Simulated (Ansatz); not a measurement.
Geometry optimisation, RKS PBE-D4/def2-mTZVP (Ansatz).

The input (input.yaml):

```yaml
crystal:
  periodic: [false, false, false]
  atoms:
    - { symbol: Sn, position_ang: [0.204283, 0.0, -0.071347] }
    - { symbol: H, position_ang: [0.141921, 0.0, 1.666298] }
    - { symbol: H, position_ang: [1.8577, 0.0, -0.543029] }
    - { symbol: H, position_ang: [-0.562235, 1.412367, -0.666272] }
    - { symbol: H, position_ang: [-0.562235, -1.412367, -0.666272] }
    - { symbol: Cl, position_ang: [-2.992721, 0.0, 1.615769] }
    - { symbol: H, position_ang: [-1.692413, 0.0, 1.962754] }
basis:
  gaussian: { orbitals: def2-mTZVP }
hamiltonian:
  xc: pbe
  dispersion: d4
relax:
  f_tol: 0.03
  max_steps: 50
```

Launched with:

```bash
$ ansatz run input.yaml --threads 1 --pin off --max-ram 2048MiB --backend cpu --events-out ev --progress --plain --runs-dir out
```

Q: Where does it end, and by what steps?

A: The forces met the threshold. The force dipped under the threshold on the way, but the program's further checks kept it going. After 22 steps the energy has fallen by 0.066 eV; Cl6 moved furthest, 1.16 Å.

```
step  energy less start (eV)  largest force component (eV/Å)  accepted
   0                  0.0000                           0.754       yes
   1                 -0.0304                           0.501       yes
   2                 -0.0337                           0.514       yes
   3                 -0.0335                           0.916        no
   4                 -0.0463                           0.082       yes
   5                 -0.0490                           0.079       yes
   6                 -0.0535                           0.021       yes
   7                 -0.0489                           0.620        no
   8                 -0.0562                           0.086       yes
   9                 -0.0563                           0.228       yes
  10                 -0.0588                           0.151       yes
  11                 -0.0573                           0.111        no
  12                 -0.0611                           0.021       yes
  13                 -0.0620                           0.159       yes
  14                 -0.0633                           0.071       yes
  15                 -0.0641                           0.054       yes
  16                 -0.0637                           0.226        no
  17                 -0.0640                           0.091        no
  18                 -0.0646                           0.008       yes
  19                 -0.0653                           0.092       yes
  20                 -0.0654                           0.134       yes
  21                 -0.0657                           0.079       yes
  22                 -0.0663                           0.011       yes
```

```xyz
7
Properties=species:S:1:pos:R:3
Sn 0.294 0.000 -0.335
H -0.543 0.000 1.186
H 1.981 0.000 -0.007
H -0.164 1.415 -1.193
H -0.164 -1.415 -1.193
Cl -3.059 0.000 2.778
H -1.950 0.000 2.062
```

Whether the end is a true minimum wasn't checked by a vibrational analysis.

Run time: 44 s on 1 thread of Arm Neoverse V1, with other jobs on the host, peak memory 0.12 GiB.
